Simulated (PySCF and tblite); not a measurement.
3 regioisomers of C6H9N:

| isomer | SMILES |
| --- | --- |
| A | [CH3:1][CH2:2][n:3]1[cH:4][cH:5][cH:6][cH:7]1 |
| B | [CH3:1][c:2]1[cH:3][cH:4][n:5]([CH3:6])[cH:7]1 |
| C | [CH3:1][c:2]1[cH:3][cH:4][cH:5][n:6]1[CH3:7] |

Each isomer is a Boltzmann average at 298.15 K over at most 6 conformers: GFN2-xTB geometries, energies PBE0/def2-SVP (D3(BJ) added where defined), GIAO shieldings mPW1PW91/pcSseg-1, GFN2-xTB thermal terms. Programs: PySCF with density fitting and tblite.

Q: What shifts does each isomer give (ppm)?

A: 
A: ¹H (against TMS): 6.55 (H4/H7, 2H), 6.36 (H5/H6, 2H), 3.89 (H2, 2H), 1.34 (H1, 3H). ¹³C (against TMS): 122.3 (C4/C7), 114.6 (C5/C6), 47.5 (C2), 22.3 (C1). ¹⁵N (against NH3): 190.8 (N3).

B: ¹H (against TMS): 6.42 (H4, 1H), 6.31 (H7, 1H), 6.18 (H3, 1H), 3.64 (H6, 3H), 2.25 (H1, 3H). ¹³C (against TMS): 125.5 (C2), 125.0 (C4), 122.0 (C7), 114.8 (C3), 36.8 (C6), 14.7 (C1). ¹⁵N (against NH3): 167.9 (N5).

C: ¹H (against TMS): 6.41 (H5, 1H), 6.14 (H4, 1H), 6.13 (H3, 1H), 3.58 (H7, 3H), 2.30 (H1, 3H). ¹³C (against TMS): 130.3 (C2), 123.8 (C5), 113.5 (C3), 112.2 (C4), 35.2 (C7), 14.7 (C1). ¹⁵N (against NH3): 172.7 (N6).

Unscaled ¹⁵N shifts at such levels can be off by tens of ppm; differences between conformers or isomers are more reliable. Shifts are unscaled: against experiment ¹³C can be off by 15 ppm or more and ¹H by 0.8 ppm. The search found a single conformer for at least one isomer; other rotamers may be missing.


¹⁵N shifts are against a computed isolated NH3 molecule, about 20 ppm from the liquid.